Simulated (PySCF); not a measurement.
**Structure elucidation problem**

Molecular formula: C₄H₆F₄O. Simulated spectra:

$^{1}$H NMR (400 MHz, computed): δ 6.16 (m, 1H), 5.93 (m, 1H), 5.90 (m, 1H), 1.61 (m, 3H).

$^{13}$C{$^{1}$H} NMR (computed): δ 118.5 (CH), 110.0 (CH), 107.5 (CH), 23.2 (CH3).

In vacuum, equivalent nuclei averaged, no relativistic terms, one computed conformer. GIAO PBE0/pcSseg-1 shieldings; GFN2-xTB geometry; PySCF 2.14.0 with density-fitted response routines.

References, each an isolated molecule treated in the same way: $^{1}$H (σ = 31.72 ppm) and $^{13}$C (σ = 186.93 ppm) vs TMS.

Which candidate is it?
A. C[C@@H](F)O[C@H](F)C(F)F
B. C[C@@H](F)[C@H](F)OC(F)F
C. C[C@@H](F)O[C@@H](F)C(F)F

Results:

A. 

The formula gives 0 degrees of unsaturation. 4 carbon signals for 4 carbons: no two carbons are equivalent. Carbon types of the structure: 3 × CH, 1 × CH3, which accounts for all hydrogens. δC 118.5: sp3 CH bonded to 2 F; 2 electronegative neighbours deshield it. δC 110.0, 107.5: sp3 CH bonded to F and O; 2 electronegative neighbours deshield it. δC 23.2: methyl carbon; a saturated carbon with 1 carbon neighbour and no heteroatom attached. δH 6.16, 5.90: hydrogen on an sp3 CH bonded to F and O; its carbon carries F and O, hence the downfield position. δH 5.93: hydrogen on an sp3 CH bonded to 2 F; its carbon carries F, which withdraws density.

The others: C[C@@H](F)[C@H](F)OC(F)F has carbons computed at 122.3, 113.7, 94.4, 18.4; C[C@@H](F)O[C@@H](F)C(F)F has carbons computed at 118.3, 116.8, 113.5, 23.7.

Splittings by $^{19}$F in the carbon and heteronuclear signals aren't shown, as no couplings were computed. Shifts are as computed. Against solution values, carbons near 30 ppm lie about +3 ppm off and those near 130 ppm about +5 ppm. Of 1211 compounds with measured shifts, 218 miss one by over three times the rms of a fit or turn the order of signals round; such compounds aren't used in these exercises. Multiplicities follow the n + 1 count of equivalent neighbours, as no J values were calculated; m marks all less simple cases, F and P coupling included.
